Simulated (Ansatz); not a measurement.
```yaml
atoms:
  - { symbol: C, position_ang: [0.5028, -0.0104, -0.0475] }
  - { symbol: H, position_ang: [1.0938, 0.6769, 0.6109] }
  - { symbol: H, position_ang: [1.1138, -0.6084, -0.6133] }
  - { symbol: F, position_ang: [-0.3106, 0.8060, -0.7436] }
  - { symbol: F, position_ang: [-0.2633, -0.8180, 0.7834] }
```

Basis set: def2-TZVP (spherical functions). Correlated methods keep 3 orbitals frozen. Charge 0, multiplicity 1.

Computed with Ansatz (development build ahead of 0.2.0); each method stands on the lowest determinant of its kind that the runs found. Restricted open shells among the atoms or ions are ROHF, correlated in semicanonical orbitals with singles.

The atomization energy at this shape (free ground-state atoms in the same class of orbitals less the molecule, no zero-point energy) of singlet CH2F2:

| method | atomization energy |
| --- | --- |
| RHF-MP2 | 18.71 eV |

(1) What does RHF give?

## Answers

(1) 13.59 eV. Caution: the shape is not the minimum.
